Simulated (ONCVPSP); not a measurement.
# N ONCV: all-electron and pseudo phase curves

| Property | Result |
| --- | --- |
| Element | N |
| Generator | ONCVPSP 4.0.1 |
| Type | optimised norm-conserving Vanderbilt (ONCV) |
| Functional | PBE |
| Relativity | scalar-relativistic |
| Frozen core | [He] |
| Valence charge | 5 |
| Reference configuration | 2s2 2p2 (charge +1) |
| Partial waves | 2s: rc 0.95 bohr, ncon 4, nbas 8, qcut 5.4 1/bohr, 3 projectors, debl 1.9 Ha; 2p: rc 1.80 bohr, ncon 4, nbas 7, qcut 6.3 1/bohr, 1 projector; d scattering state at 0.11 Ha: rc 1.50 bohr, ncon 4, nbas 8, qcut 6.6 1/bohr, 1 projector |
| Local potential | polynomial inside 0.70 bohr (lpopt 5, dvloc0 2 Ha) |
| Core correction | none |

The phase is arctan(r·R′/R) of the radial function R(r), unwrapped; energies in Ha, scanned from -3 to 5 Ha. A pole is an energy at which the radial function vanishes at the test radius. The pseudo phase is shifted by a multiple of π to meet the all-electron one at the reference energy, and phase errors are pseudo minus all-electron; the curves can meet again beyond the range given. Levels narrower than the energy grid can be missing from the lists of poles.

```csv
channel,radius (bohr),reference energy (Ha),"poles, all-electron","poles, pseudo",unbroken range about the reference energy with phases within 0.05 rad,phase error 1 Ha above the reference energy (rad)
s,0.96,-1.19,none,none,the whole range,+0.000
p,1.82,-0.76,"-0.31, 4.45",-0.30,below 0.5,+0.024
d,1.52,0.11,4.12,4.19,the whole range,+0.001
```

Note: ghosts flagged at negative energy: s at -882.0 eV; no localised positive-energy state flagged. A true bound ghost makes a file unfit for plane-wave use.

Phases in the d channel:

| E (Ha) | all-electron | pseudo |
| --- | --- | --- |
| -2.98 | 1.232 | 1.232 |
| -2.76 | 1.216 | 1.217 |
| -2.54 | 1.200 | 1.200 |
| -2.32 | 1.181 | 1.181 |
| -2.10 | 1.159 | 1.159 |
| -1.88 | 1.134 | 1.134 |
| -1.66 | 1.105 | 1.105 |
| -1.44 | 1.071 | 1.071 |
| -1.22 | 1.030 | 1.030 |
| -1.00 | 0.980 | 0.980 |
| -0.78 | 0.918 | 0.918 |
| -0.56 | 0.840 | 0.840 |
| -0.34 | 0.740 | 0.740 |
| -0.12 | 0.610 | 0.610 |
| 0.10 | 0.440 | 0.440 |
| 0.32 | 0.222 | 0.223 |
| 0.54 | -0.038 | -0.037 |
| 0.76 | -0.313 | -0.312 |
| 0.98 | -0.567 | -0.566 |
| 1.20 | -0.777 | -0.775 |
| 1.42 | -0.940 | -0.938 |
| 1.64 | -1.065 | -1.063 |
| 1.86 | -1.161 | -1.159 |
| 2.08 | -1.238 | -1.236 |
| 2.30 | -1.299 | -1.297 |
| 2.52 | -1.350 | -1.347 |
| 2.74 | -1.393 | -1.389 |
| 2.96 | -1.429 | -1.426 |
| 3.18 | -1.462 | -1.458 |
| 3.40 | -1.490 | -1.486 |
| 3.62 | -1.517 | -1.512 |
| 3.84 | -1.541 | -1.536 |
| 4.06 | -1.564 | -1.558 |
| 4.28 | -1.587 | -1.579 |
| 4.50 | -1.609 | -1.600 |
| 4.72 | -1.631 | -1.621 |
| 4.94 | -1.653 | -1.642 |
